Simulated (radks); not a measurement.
Results of a calculation; reference values are marked as such.
Initial-state core-level shifts of neutral terbium when its valence configuration changes from [Xe] 4f9 6s2. Level of theory: Dirac Kohn-Sham, BLYP, spin-unpolarised, spherical densities, finite nucleus; open shells fill j = l - 1/2 first; Fermi nuclear charge, rms radius 5.06 fm (a radial shooting solver on a logarithmic mesh with Libxc functionals). Shifts are changes of the shell-averaged eigenvalues in eV (positive: less bound); the change of the density at the nucleus, which sets a Mossbauer isomer shift, is in e/bohr^3, on a base of 6.87e+05.

valence,1s,3s,4p,4d,density at nucleus
4f7 5d2 6s2,-13.191,-16.244,-14.986,-14.413,+78.06
4f9 6p2,-2.350,-2.292,-2.316,-2.324,-50.44
4f9 6s1 6p1,-1.239,-1.209,-1.221,-1.225,-22.98
4f7 5d4,-10.281,-13.226,-11.951,-11.361,+7.86
4f9 6s0.5 6p1.5,-1.807,-1.762,-1.780,-1.787,-36.20
4f9 5d1 6s1,+0.765,+0.780,+0.809,+0.825,-28.40
4f9 6s1.5 6p0.5,-0.640,-0.624,-0.630,-0.633,-10.89
4f6 5d2 6s2 6p1,-24.522,-29.714,-27.266,-26.292,+143.68
